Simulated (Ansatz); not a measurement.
Z-matrix (Å, degrees):
```
Si
Ge 1 2.293
N 1 1.702 2 53.5
H 1 1.488 2 123.0 3 103.9
H 1 1.488 2 123.1 3 -103.8
H 2 1.539 1 124.5 3 91.3
H 2 1.539 1 124.5 3 -91.4
H 3 1.004 1 141.8 2 179.7
```

The species carries charge 0 and has multiplicity 1.

Problem. List the PBE/def2-TZVPP orbital energies in eV (Ansatz). (An estimate is asked.)

Solution. Ansatz gave: Occupied: -10804.45, -1779.91, -1337.79, -1191.23, -1191.20, -1191.19, -379.96, -162.40, -137.59, -113.89, -113.81, -113.79, -94.37, -94.32, -94.28, -29.73, -29.67, -29.64, -29.58, -29.58, -20.48, -14.19, -12.50, -10.76, -9.09, -8.14, -8.04, -6.10, -5.91. Lowest empty: -1.47, -0.88, 0.36, 0.51, 1.01, 1.47, 1.72, 3.05.
